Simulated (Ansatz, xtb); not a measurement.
**Relative energy of two isomers of C2H8Cl2OSi2**

We compare I, `C[C@@H](Cl)[SiH2]O[SiH2]Cl`, a singlet, with II, `ClC[SiH2]O[SiH2]CCl`, a singlet. Both are isolated molecules in the gas phase, relaxed with PBE-D3(BJ)/def2-SVP; each stands in its lowest conformer found.

Problem. Which of the two would you expect CCSD(T)/def2-SVP + ΔMP2/def2-TZVPP electronic energies to favour?

Solution. Structure I; the calculation gives E(II) − E(I) = +33.9 kcal/mol.

The same difference at several levels:

```tsv
level	geometry	E(II) − E(I) (kcal/mol)	departure from the last row (kcal/mol)	job, with rough time for the two
PBE-D3(BJ)/def2-SVP	PBE-D3(BJ)/def2-SVP	+34.3	+0.4	optimisation, 67 s
HF/def2-SVP	PBE-D3(BJ)/def2-SVP	+36.1	+2.2	part of the CCSD(T) run
MP2/def2-SVP	PBE-D3(BJ)/def2-SVP	+37.8	+3.8	part of the CCSD(T) run
CCSD(T)/def2-SVP	PBE-D3(BJ)/def2-SVP	+36.4	+2.5	single point
CCSD(T)/def2-SVP + ΔMP2/def2-TZVPP	PBE-D3(BJ)/def2-SVP	+33.9		single point, 98 s
```

As drawn, II has 1 C–Cl, 1 C–Si in place of 1 C–C, 1 Cl–Si.

None of the levels shown reverses the order. The largest departure from CCSD(T)/def2-SVP + ΔMP2/def2-TZVPP is that of MP2/def2-SVP, 3.8 kcal/mol. Levels run at GFN2-xTB geometries aren't shown. The last row adds to CCSD(T) the change of the MP2 difference between the two basis sets, here −2.5 kcal/mol.

With thermal terms from frequencies at re-optimised GFN2-xTB minima (ideal gas, soft modes damped towards free rotors, one conformer each, 298.15 K, 1 atm): the zero-point term adds −1.4 kcal/mol; ΔH is +32.7 and ΔG +31.8 kcal/mol.

The correlated steps freeze 23 core orbitals. Mirror images aren't counted in ΔG. Codes used: Ansatz 0.2.0, xtb 6.7.1; the last row on 4 threads of Arm Neoverse V1 on a shared host.
